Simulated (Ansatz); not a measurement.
Cost and result for the atomization energy of ClH₃NOSi (`N[SiH]([O])Cl`) radical (7 atoms, 6 bonds).

Total charge 0; spin multiplicity 2. All single points use the PBE0-D4/def2-TZVP geometry. It is one conformer, not always the lowest. Program: Ansatz. All runs use 4 threads of an Arm Neoverse V1 on a shared host. Times are those of one run each, without the atoms' runs, and a repeat can differ threefold. Electronic energies, without spin–orbit coupling; frozen cores. CCSD(T)/CBS adds CCSD(T) − MP2 in def2-TZVPP to the MP2 limit, and its time is that of the two runs behind it. T1 = 0.025; ⟨S²⟩ of the reference is 0.76.

CCSD(T)/CBS is a level of theory with its own doubt, some kJ/mol a heavy atom from the limit and from the frozen cores, so smaller differences don't rank the functionals.

```csv
level,functions,wall time
LDA (SPW92)/def2-TZVPP,188,2.7 s
revPBE-D4/def2-TZVPP,188,3.6 s
BLYP-D4/def2-TZVPP,188,3.8 s
PBE-D4/def2-TZVPP (with forces),188,3.9 s
CCSD(T)/def2-SVP,79,7 s
r2SCAN-D4/def2-TZVPP (with forces),188,8 s
BHLYP-D4/def2-TZVPP,188,9 s
CAM-B3LYP-D4/def2-TZVPP,188,9.5 s
r2SCANh-D4/def2-TZVPP,188,10 s
PBE-QIDH/def2-TZVPP,188,12 s
MP2/def2-QZVPP,344,39 s
CCSD(T)/def2-TZVPP,188,2.9 min
CCSD(T)/CBS(def2),–,3.6 min
```

Task: What atomization energy does each give, and how far from CCSD(T)/CBS? (Estimate.)

Result: Computed: 
```csv
level,atomization (kJ/mol),difference from CCSD(T)/CBS,per bond
LDA (SPW92)/def2-TZVPP,2710.6,384.9,64.1
revPBE-D4/def2-TZVPP,2329.2,3.5,0.6
BLYP-D4/def2-TZVPP,2361.3,35.6,5.9
PBE-D4/def2-TZVPP (with forces),2395.2,69.5,11.6
CCSD(T)/def2-SVP,2081.6,-244.1,-40.7
r2SCAN-D4/def2-TZVPP (with forces),2352.7,27.0,4.5
BHLYP-D4/def2-TZVPP,2246.2,-79.5,-13.3
CAM-B3LYP-D4/def2-TZVPP,2341.1,15.4,2.6
r2SCANh-D4/def2-TZVPP,2325.2,-0.5,-0.1
PBE-QIDH/def2-TZVPP,2283.8,-41.9,-7.0
MP2/def2-QZVPP,2325.2,-0.5,-0.1
CCSD(T)/def2-TZVPP,2237.6,-88.1,-14.7
CCSD(T)/CBS(def2),2325.7,0.0,0.0
```

Leaving LDA and LC-ωPBE aside and taking each functional with its dispersion term where it has one, the values spread over 149.1 kJ/mol, from BHLYP-D4 to PBE-D4. LDA lies +330.4 kJ/mol from PBE without D4, its usual overbinding. From BLYP to BHLYP (50 % exact exchange), in def2-TZVPP and without D4, the atomization energy moves by −100.8 kJ/mol: exact exchange takes away binding that semilocal exchange gives to molecules. At CCSD(T), def2-SVP lies −244.1 kJ/mol from the extrapolated value and def2-TZVPP −88.1 kJ/mol: correlation converges slowly with the basis, and small sets miss more of it in the bonded molecule than in its fragments.
